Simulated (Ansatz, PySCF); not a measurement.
The same groups moved round the core (propene hydroxy+silyl). Isolated molecules, 0 K electronic values unless said otherwise. One relaxed conformer stands for each flexible species; it need not be the lowest. Strings in code marks are SMILES. Quantity: electronic energy of isomers of C3H8OSi relative to `C/C(O)=C/[SiH3]` (C–C–O–H torsion 180°). Level 1: PBE-D3(BJ)/def2-TZVP // PBE0-D3(BJ)/def2-TZVP (PySCF). Level 2: frozen-core CCSD(T)/cc-pVTZ // PBE0-D3(BJ)/def2-TZVP (Ansatz, a program for electronic structure).

```tsv
case	level 1 (kcal/mol)	level 2 (kcal/mol)
`C/C(O)=C\[SiH3]` (C–C–O–H torsion 180°)	0.5	1.1
`C=C(O)C[SiH3]` (C–C–O–H torsion 0°, O–C–C–Si torsion -69°)	2.0	1.8
`C/C([SiH3])=C\O` (C–C–O–H torsion 180°)	2.9	3.5
`O/C=C\C[SiH3]` (H–O–C–C torsion 4°, C–C–C–Si torsion -89°)	5.0	5.6
`C/C=C(\O)[SiH3]` (Si–C–O–H torsion 180°)	5.0	withheld
`O/C=C/C[SiH3]` (H–O–C–C torsion -1°, C–C–C–Si torsion -111°)	5.8	6.4
```

Q: Fit level 2 = a + b·x to the 5 complete rows by least squares, with x = level 1 in kcal/mol. Give a, b and the rms residual, and predict the withheld value.

A: Means of the 5 rows: x̄ = 3.24, ȳ = 3.68 kcal/mol. Σ(x − x̄)² = 18.812 and Σ(x − x̄)(y − ȳ) = 19.804, so b = 1.053 and a = ȳ − b·x̄ = 0.27 kcal/mol. The rms residual is 0.30 kcal/mol. At x = 5 the line gives 5.5 kcal/mol. The run for `C/C=C(\O)[SiH3]` (Si–C–O–H torsion 180°) gave 5.5 kcal/mol, so the line is off by 0.0 kcal/mol, within twice the rms residual.

Codes: Ansatz, PySCF.
